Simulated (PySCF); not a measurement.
Dissociation curve of CH (cation, charge +1), singlet.

UHF/cc-pVTZ (PySCF); RHF/cc-pVTZ (PySCF); UKS-LDA (SVWN5) = unrestricted LDA (SVWN5)/cc-pVTZ in PySCF 2.14.0; RKS-LDA (SVWN5) = PySCF with restricted LDA (SVWN5)/cc-pVTZ; UKS-B3LYP = unrestricted B3LYP/cc-pVTZ (PySCF); RKS-B3LYP = PySCF with restricted B3LYP/cc-pVTZ; UKS-TPSSh = unrestricted TPSSh/cc-pVTZ (PySCF 2.14.0); RKS-TPSSh = restricted TPSSh/cc-pVTZ run with PySCF 2.14.0.

Scanned distances (Å): 0.85, 0.92, 0.97, 1.03, 1.08, 1.10, 1.14, 1.17, 1.20, 1.27, 1.34, 1.43, 1.55, 1.71, 1.87, 2.06, 2.29, 2.49, 2.82, 3.05, 3.46, 3.96, 4.54.

Problem. Where does the unrestricted solution first break spin symmetry (<S²> of 0.01 or more)?

Solution. UHF: already at 0.85 Å; UKS-LDA (SVWN5): already at 0.85 Å; UKS-B3LYP: already at 0.85 Å; UKS-TPSSh: already at 0.85 Å.

| R / Å | <S²> UHF | E(RHF) − E(UHF) / mEh | <S²> UKS-LDA (SVWN5) | E(RKS-LDA (SVWN5)) − E(UKS-LDA (SVWN5)) / mEh | <S²> UKS-B3LYP | E(RKS-B3LYP) − E(UKS-B3LYP) / mEh | <S²> UKS-TPSSh | E(RKS-TPSSh) − E(UKS-TPSSh) / mEh |
|---|---|---|---|---|---|---|---|---|
| 0.85 | 0.55 | 12.1 | 0.22 | 1.0 | 0.32 | 3.0 | 0.42 | 5.5 |
| 0.92 | 0.54 | 11.5 | 0.19 | 0.8 | 0.31 | 2.6 | 0.41 | 5.2 |
| 0.97 | 0.54 | 11.2 | 0.17 | 0.6 | 0.30 | 2.4 | 0.40 | 4.9 |
| 1.03 | 0.53 | 10.8 | 0.15 | 0.4 | 0.29 | 2.2 | 0.40 | 4.7 |
| 1.08 | 0.53 | 10.5 | 0.13 | 0.3 | 0.28 | 2.0 | 0.39 | 4.5 |
| 1.10 | 0.53 | 10.4 | 0.13 | 0.3 | 0.27 | 1.9 | 0.39 | 4.4 |
| 1.14 | 0.53 | 10.2 | 0.12 | 0.2 | 0.27 | 1.8 | 0.39 | 4.3 |
| 1.17 | 0.53 | 10.1 | 0.11 | 0.2 | 0.27 | 1.8 | 0.39 | 4.2 |
| 1.20 | 0.53 | 10.0 | 0.10 | 0.2 | 0.26 | 1.7 | 0.38 | 4.2 |
| 1.27 | 0.53 | 9.8 | 0.10 | 0.2 | 0.26 | 1.6 | 0.38 | 4.1 |
| 1.34 | 0.53 | 9.7 | 0.10 | 0.2 | 0.26 | 1.6 | 0.39 | 4.0 |
| 1.43 | 0.54 | 9.7 | 0.11 | 0.2 | 0.27 | 1.7 | 0.39 | 4.0 |
| 1.55 | 0.56 | 10.0 | 0.15 | 0.3 | 0.30 | 2.0 | 0.41 | 4.4 |
| 1.71 | 0.73 | 12.5 | 0.23 | 0.8 | 0.36 | 2.8 | 0.45 | 5.3 |
| 1.87 | 0.97 | 25.0 | 0.32 | 1.8 | 0.43 | 4.1 | 0.51 | 6.7 |
| 2.06 | 1.06 | 45.4 | 0.43 | 3.5 | 0.67 | 8.1 | 0.76 | 12.0 |
| 2.29 | 1.04 | 68.4 | 0.67 | 6.8 | 0.92 | 18.2 | 0.90 | 22.3 |
| 2.49 | 1.02 | 85.9 | 0.88 | 12.7 | 1.01 | 28.1 | 0.96 | 31.2 |
| 2.82 | 1.01 | 109.5 | 1.00 | — | 1.00 | 40.6 | 1.01 | 44.0 |
| 3.05 | 1.01 | 122.2 | 1.00 | — | 1.00 | 46.9 | 1.01 | 50.4 |
| 3.46 | 1.01 | 138.9 | 1.00 | — | 1.00 | 54.5 | 1.00 | 58.1 |
| 3.96 | 1.01 | 151.6 | 1.00 | — | 1.00 | 59.8 | 1.00 | 63.1 |
| 4.54 | 1.01 | 159.7 | 1.00 | — | 1.00 | 62.9 | 1.00 | 65.9 |

A dash means that the run gave no value there, or that the column was ended at a point which the program doubted or which failed a test of continuity chosen for this set; such a test can also cut sound points.
